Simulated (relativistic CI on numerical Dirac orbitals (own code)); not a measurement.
**Rh²⁺: L2,3 absorption edge**

Computed with this model: Dirac-Coulomb-Breit CI, separate exchange-only KLI orbitals for each configuration, QED by a radiative potential, valence Slater integrals scaled by 0.9, multiplet model of core-to-valence dipole absorption; configurations [Kr] 4d7 → [He] 2s2 2p5 3s2 3p6 3d10 4s2 4p6 4d8; 300 K; Lorentzian 1.6 eV and Gaussian 0.5 eV FWHM. Energies are those of the free ion, without screening or charge transfer. The branching ratio is the share of the lower-energy edge in the whole absorption, uncertain by about 0.02 where the edges overlap. S is read from ⟨S²⟩ = S(S + 1).

Field parameters in Wybourne normalisation: D3d B²₀ = −7Dσ, B⁴₀ = −14Dq − 21Dτ, B⁴₃ = −14√(10/7) Dq; Oh B⁴₀ = 21Dq, B⁴₄ = √(5/14) B⁴₀; Td as Oh with Dq negative (B⁴₀ = 21Dq, B⁴₄ = √(5/14) B⁴₀). The field is a parameter set, without covalency.

Computed curve for D3d, 10Dq = 31400, Dσ = 50, Dτ = -200 cm⁻¹, scaled to 100 at the maximum (points under 2 are left out and the grid is thinned):

```json
{"Energy (eV)": "2999.25", "Intensity": "2.1"}
{"Energy (eV)": "2999.75", "Intensity": "2.4"}
{"Energy (eV)": "3000.00", "Intensity": "2.6"}
{"Energy (eV)": "3000.50", "Intensity": "3.0"}
{"Energy (eV)": "3001.00", "Intensity": "3.6"}
{"Energy (eV)": "3001.25", "Intensity": "4.0"}
{"Energy (eV)": "3001.75", "Intensity": "4.9"}
{"Energy (eV)": "3002.25", "Intensity": "6.2"}
{"Energy (eV)": "3002.50", "Intensity": "7.0"}
{"Energy (eV)": "3003.00", "Intensity": "9.4"}
{"Energy (eV)": "3003.50", "Intensity": "13.2"}
{"Energy (eV)": "3003.75", "Intensity": "16.0"}
{"Energy (eV)": "3004.25", "Intensity": "25.0"}
{"Energy (eV)": "3004.75", "Intensity": "42.3"}
{"Energy (eV)": "3005.00", "Intensity": "54.8"}
{"Energy (eV)": "3005.50", "Intensity": "78.1"}
{"Energy (eV)": "3006.00", "Intensity": "82.6"}
{"Energy (eV)": "3006.50", "Intensity": "89.5"}
{"Energy (eV)": "3006.75", "Intensity": "96.9"}
{"Energy (eV)": "3007.25", "Intensity": "94.5"}
{"Energy (eV)": "3007.75", "Intensity": "70.1"}
{"Energy (eV)": "3008.00", "Intensity": "60.5"}
{"Energy (eV)": "3008.50", "Intensity": "46.6"}
{"Energy (eV)": "3009.00", "Intensity": "32.1"}
{"Energy (eV)": "3009.25", "Intensity": "26.1"}
{"Energy (eV)": "3009.75", "Intensity": "17.5"}
{"Energy (eV)": "3010.25", "Intensity": "12.2"}
{"Energy (eV)": "3010.50", "Intensity": "10.4"}
{"Energy (eV)": "3011.00", "Intensity": "8.0"}
{"Energy (eV)": "3011.50", "Intensity": "6.3"}
{"Energy (eV)": "3011.75", "Intensity": "5.6"}
{"Energy (eV)": "3012.25", "Intensity": "4.4"}
{"Energy (eV)": "3012.75", "Intensity": "3.5"}
{"Energy (eV)": "3013.00", "Intensity": "3.2"}
{"Energy (eV)": "3013.50", "Intensity": "2.7"}
{"Energy (eV)": "3014.00", "Intensity": "2.3"}
{"Energy (eV)": "3014.25", "Intensity": "2.1"}
{"Energy (eV)": "3145.00", "Intensity": "2.5"}
{"Energy (eV)": "3145.50", "Intensity": "3.4"}
{"Energy (eV)": "3145.75", "Intensity": "4.0"}
{"Energy (eV)": "3146.25", "Intensity": "5.8"}
{"Energy (eV)": "3146.75", "Intensity": "9.0"}
{"Energy (eV)": "3147.00", "Intensity": "11.7"}
{"Energy (eV)": "3147.50", "Intensity": "20.1"}
{"Energy (eV)": "3148.00", "Intensity": "29.1"}
{"Energy (eV)": "3148.50", "Intensity": "29.1"}
{"Energy (eV)": "3148.75", "Intensity": "27.5"}
{"Energy (eV)": "3149.25", "Intensity": "28.9"}
{"Energy (eV)": "3149.75", "Intensity": "31.8"}
{"Energy (eV)": "3150.00", "Intensity": "29.9"}
{"Energy (eV)": "3150.50", "Intensity": "23.2"}
{"Energy (eV)": "3151.00", "Intensity": "19.4"}
{"Energy (eV)": "3151.25", "Intensity": "17.4"}
{"Energy (eV)": "3151.75", "Intensity": "12.1"}
{"Energy (eV)": "3152.25", "Intensity": "7.7"}
{"Energy (eV)": "3152.50", "Intensity": "6.3"}
{"Energy (eV)": "3153.00", "Intensity": "4.4"}
{"Energy (eV)": "3153.50", "Intensity": "3.3"}
{"Energy (eV)": "3153.75", "Intensity": "2.9"}
{"Energy (eV)": "3154.25", "Intensity": "2.3"}
```

The ground state has S = 0.52, and the centroid lies at 3044.83 eV.
